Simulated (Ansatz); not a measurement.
This geometry of BCl2F + FH (6 atoms, charge 0, multiplicity 1) is a first-order saddle point.

All numbers below come from Ansatz, RKS r2SCAN/6-31G*.

```xyz
6
Properties=species:S:1:pos:R:3
B 0.095 -0.225 0.022
Cl 0.076 0.228 2.006
Cl 1.536 0.364 -0.809
F -1.106 -0.041 -0.499
F 0.255 -1.714 0.443
H 0.217 -1.276 1.517
```

**Question.** Which two structures does it join? (They come from a converged band through this point; their orientation in space is the band's.)

**Answer.** Bonds broken: B1–Cl2, F5–H6. Bonds formed: B1–F5, Cl2–H6. BCl2F + FH becomes BClF2 + ClH.

First end point:

```xyz
6
Properties=species:S:1:pos:R:3
B 0.046 0.236 0.094
Cl 0.010 0.696 1.808
Cl 1.510 0.442 -0.845
F -1.092 -0.034 -0.507
F 0.322 -2.023 0.597
H 0.276 -1.981 1.534
```

Last end point:

```xyz
6
Properties=species:S:1:pos:R:3
B 0.114 -0.397 -0.572
Cl 0.069 0.002 2.641
Cl 1.515 0.540 -1.036
F -1.099 0.084 -0.736
F 0.265 -1.624 -0.102
H 0.208 -1.268 2.487
```

**Question.** How far does it lie above each of them?

**Answer.** 0.47 eV above the first and 1.21 eV above the second. This is the barrier of this one path; another mechanism may lie lower. The orbitals stay closed-shell, which can raise the energy where a bond breaks towards radicals; this wasn't checked here.

Run time: 17 min on 2 threads of Arm Neoverse V1, with other jobs on the host, peak memory 0.16 GiB.
